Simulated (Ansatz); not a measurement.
C3H6BClO, SMILES `BC(C)(Cl)C=O`. The species carries charge 0 and has multiplicity 1.

Z-matrix (Å, degrees):
```
B
Cl 1 2.088
C 1 1.573 2 59.2
H 1 1.193 2 107.1 3 114.4
H 1 1.192 2 108.2 3 -112.0
C 3 1.495 1 122.7 2 -107.1
C 3 1.495 1 114.8 2 102.1
H 6 1.093 3 107.3 1 -88.0
H 6 1.089 3 111.0 1 30.6
H 6 1.091 3 112.1 1 154.2
O 7 1.199 3 122.5 1 131.2
H 7 1.108 3 115.1 1 -45.4
```

Task: What are the harmonic wavenumbers in cm⁻¹ at PBE0-D4/def2-TZVP (Ansatz, finite differences of forces, unscaled)? (Estimate.)

Result: The calculation gave: 101, 205, 241, 267, 288, 314, 356, 469, 645, 666, 789, 818, 966, 989, 1017, 1044, 1175, 1224, 1286, 1394, 1411, 1467, 1479, 1826, 2599, 2700, 2953, 3064, 3137, 3165.

Task: Is this a minimum?

Result: Yes, all 30 modes are real.

Task: Give the ideal-gas thermochemistry at 298.15 K and 1 bar (rigid rotor, harmonic oscillator; point group C1, symmetry number 1).

Result: Zero-point energy 227.6 kJ/mol; H(298) − E = 248.9 kJ/mol; entropy 344.9 J/(mol·K), of which translation 166.8, rotation 114.0, vibration 64.1; G(298) − E = 146.1 kJ/mol.

Task: And at 400, 500, 600, 800 and 1000 K?

Result: 
```
T (K)  H − E (kJ/mol)  S (J/mol/K)  G − E (kJ/mol)
  400           261.7        381.6           109.0
  500           276.5        414.5            69.2
  600           293.1        444.8            26.2
  800           330.7        498.7           -68.3
 1000           372.6        545.4          -172.8
```

Task: Rotational constants (cm⁻¹)?

Result: 0.1532, 0.07094, 0.06432.
